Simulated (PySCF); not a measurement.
Compound: C5H7NO2.
Numbering: `[CH3:1][O:2][CH2:3][c:4]1[cH:5][o:6][cH:7][n:8]1` (hydrogens: H9, H10, H11 on C1; H12, H13 on C3; H14 on C5; H15 on C7)

Geometry (GFN2-xTB, Å), atoms numbered from 1 in this order:
```
atom  x, y, z in Å
C1    -2.038   -0.252    0.779
O2    -1.704   -0.516   -0.563
C3    -0.733    0.367   -1.080
C4     0.618    0.161   -0.472
C5     1.412   -0.948   -0.471
O6     2.526   -0.667    0.239
C7     2.362    0.596    0.641
N8     1.255    1.134    0.255
H9    -2.470    0.749    0.887
H10   -2.774   -1.001    1.065
H11   -1.165   -0.329    1.436
H12   -0.698    0.160   -2.154
H13   -1.029    1.412   -0.917
H14    1.309   -1.922   -0.900
H15    3.123    1.062    1.234
```

Level of theory: PySCF, TDDFT CAM-B3LYP/def2-SVPD, vertical, gas phase, core orbitals frozen in the response.

Transition dipole moments from the ground state, in atomic units and in the frame of the coordinates above (overall signs are arbitrary), for the states with f of 0.002 or more among the lowest 7:

```json
{"state": "S1", "E (eV)": "6.222", "μx": "-0.188", "μy": "-0.728", "μz": "-0.416"}
{"state": "S2", "E (eV)": "6.504", "μx": "-0.011", "μy": "0.027", "μz": "0.136"}
{"state": "S3", "E (eV)": "6.848", "μx": "0.235", "μy": "0.153", "μz": "0.084"}
{"state": "S4", "E (eV)": "7.034", "μx": "-0.182", "μy": "-0.044", "μz": "0.067"}
{"state": "S5", "E (eV)": "7.250", "μx": "0.589", "μy": "-0.228", "μz": "0.113"}
{"state": "S6", "E (eV)": "7.511", "μx": "-0.145", "μy": "0.210", "μz": "-0.068"}
{"state": "S7", "E (eV)": "7.838", "μx": "0.153", "μy": "0.080", "μz": "0.043"}
```

Problem. What oscillator strength does each state have?

Solution. f = (2/3) ΔE |μ|² with ΔE in hartree (27.2114 eV).

```tsv
state	|μ|² (au)	|μ| (D)	f
S1	0.738	2.18	0.113
S2	0.019	0.35	0.003
S3	0.085	0.74	0.014
S4	0.040	0.51	0.007
S5	0.412	1.63	0.073
S6	0.070	0.67	0.013
S7	0.032	0.45	0.006
```

Problem. Which bond between heavy atoms lies closest to the direction of the S1 transition dipole?

Solution. C4–N8, at 16° from it; next O6–C7 at 23°.

Problem. What angle do the transition dipoles of S1 and S6 make?

Solution. |cos θ| = |μa·μb| / (|μa| |μb|) = 0.43, so θ ≈ 65° (taken between 0 and 90°, since the signs are arbitrary).

Problem. How is the summed strength of these states shared among x, y and z?

Solution. (2/3) Σ ΔE μα² gives 0.090 for x, 0.104 for y and 0.035 for z, 0.229 in all.

Problem. What peak molar absorption coefficient would the strongest computed level give as a lone Gaussian band 0.3 eV wide at half height?

Solution. ε(max) = 2.175×10⁸ f / FWHM, with the width in cm⁻¹. S1: 2.175×10⁸ × 0.1126 / 2420 ≈ 10000 L mol⁻¹ cm⁻¹.

One conformer stands for the species.
